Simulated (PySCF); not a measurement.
One of the candidates below gave these computed data.

All candidates are C6H10FN.

| technique | computed result |
| --- | --- |
| UV, strongest line | among the 8 lowest singlet transitions: S4 at 6.40 eV (194 nm, f = 0.147) [TDDFT PBE0/def2-SVPD] |
| 13C NMR | chemical shifts (computed TMS as zero) by class: 170.9 (1 C), 156.9 (1 C), 119.5 (1 C), 39.1 (1 C), 32.4 (1 C), 20.2 (1 C) ppm [GIAO PBE0/pcSseg-1] |
| Dipole | 2.12 D [PBE0/def2-SVPD] |
| 1H NMR | chemical shifts (computed TMS as zero) by class: 7.46 (1 H), 6.81 (1 H), 4.76 (1 H), 3.75 (1 H), 3.56 (3 H), 1.16 (3 H) ppm [GIAO PBE0/pcSseg-1] |
| Rotational structure | rotational constants A, B, C: 2.218, 1.668, 1.117 GHz [GFN2-xTB] |
| Polarisability | 81.3 au [PBE0/def2-SVPD] |
| UV, first state | lowest singlet excitation: 4.51 eV (275 nm, f = 0.007) [TDDFT PBE0/def2-SVPD] |

Electronic properties: PySCF, gas phase, density fitting. Levels stand in brackets. One conformer (not necessarily the lowest) at the GFN2-xTB geometry, without solvent, vibrations or thermal averaging. GFN2-xTB frequencies show an imaginary mode (34i cm⁻¹), so this geometry is no minimum at that level. Each NMR value is the plain mean over a class of atoms that symmetry, rotation or inversion makes alike.

Task: Which candidate is it?
A. `C/N=C\[C@H](C)/C=C\F`
B. `C=C1C[C@@H](N)C[C@H]1F`
C. `[H]/N=C1\CC[C@H](F)[C@@H]1C`
D. `C=CCN(C)/C=C/F`

Result: A. It is `C/N=C\[C@H](C)/C=C\F`. Numbering: `[CH3:1]/[N:2]=[CH:3]\[C@H:4]([CH3:5])/[CH:6]=[CH:7]\[F:8]`. Its formula, C6H10FN, gives 2 degrees of unsaturation: 0 rings and 2 π bonds in the structure found. 6 carbons fall into 6 classes; from least to most shielded: imine carbon [C3] (170.9 ppm), vinylic C–F carbon [C7] (156.9 ppm), alkene CH carbon [C6] (119.5 ppm), N-methyl carbon [C1] (39.1 ppm), allylic carbon [C4] (32.4 ppm), methyl carbon [C5] (20.2 ppm). Hydrogen classes from least to most shielded: 1 H on an imine carbon, C3 (7.46 ppm), 1 H on a vinylic C–F carbon, C7 (6.81 ppm), 1 H on an alkene CH carbon, C6 (4.76 ppm), 1 H on an allylic carbon, C4 (3.75 ppm), 3 H on an N-methyl carbon, C1 (3.56 ppm, a mean of values up to 1.0 ppm apart in this geometry), 3 H on a methyl carbon, C5 (1.16 ppm). S1 is mainly HOMO→LUMO (weight 0.88); the largest Löwdin shares of the orbital it empties are 0.49 on the imine nitrogen, 0.11 on the imine carbon, 0.10 on the N-methyl carbon and 0.07 on the allylic carbon, of the orbital it fills 0.23 on the imine nitrogen, 0.19 on the imine carbon, 0.16 on the vinylic C–F carbon and 0.12 on the alkene CH carbon. The optimised geometry has point group C1 and is an asymmetric top.

The others, at the same levels:
- `[H]/N=C1\CC[C@H](F)[C@@H]1C` fails: its computed 13C shifts are 192.1 (1 C), 99.4 (1 C), 50.1 (1 C), 36.5 (1 C), 33.7 (1 C), 13.1 (1 C) ppm, 1H shifts are 10.51 (1 H), 5.20 (1 H), 2.64 (1 H), 2.30 (1 H), 2.19 (1 H), 2.18 (1 H), 1.75 (1 H), 1.37 (3 H) ppm and rotational constant A is 2.698 GHz (against 2.218 GHz).
- `C=CCN(C)/C=C/F` fails: its computed 13C shifts are 144.4 (1 C), 141.0 (1 C), 132.3 (1 C), 124.0 (1 C), 65.7 (1 C), 36.6 (1 C) ppm, 1H shifts are 6.55 (1 H), 6.49 (1 H), 6.10 (1 H), 5.48 (1 H), 5.44 (1 H), 3.54 (2 H), 2.38 (3 H) ppm and rotational constant A is 4.228 GHz (against 2.218 GHz).
- `C=C1C[C@@H](N)C[C@H]1F` fails: its computed 13C shifts are 158.0 (1 C), 119.2 (1 C), 96.6 (1 C), 53.2 (1 C), 51.3 (1 C), 43.1 (1 C) ppm, 1H shifts are 5.81 (1 H), 5.68 (1 H), 5.38 (1 H), 3.12 (1 H), 2.89 (1 H), 2.38 (1 H), 2.26 (1 H), 1.44 (1 H), 0.61 (2 H) ppm and rotational constant A is 3.391 GHz (against 2.218 GHz).

Each candidate is one conformer, not necessarily the lowest. Dipoles, sizes and rotational constants follow the conformer. The torsions of the flexible species, by atom-mapped SMILES:
- `[CH3:1]/[N:2]=[CH:3]\[C@H:4]([CH3:5])/[CH:6]=[CH:7]\[F:8]`: N2–C3–C4–C5 -140°, C3–C4–C6–C7 -108°
- `[CH2:1]=[CH:2][CH2:3][N:4]([CH3:5])/[CH:6]=[CH:7]/[F:8]`: C1–C2–C3–N4 124°, C2–C3–N4–C5 -67°, C3–N4–C6–C7 -154°

The conformers of `[H]/N=C1\CC[C@H](F)[C@@H]1C` and `C=C1C[C@@H](N)C[C@H]1F` aren't listed.
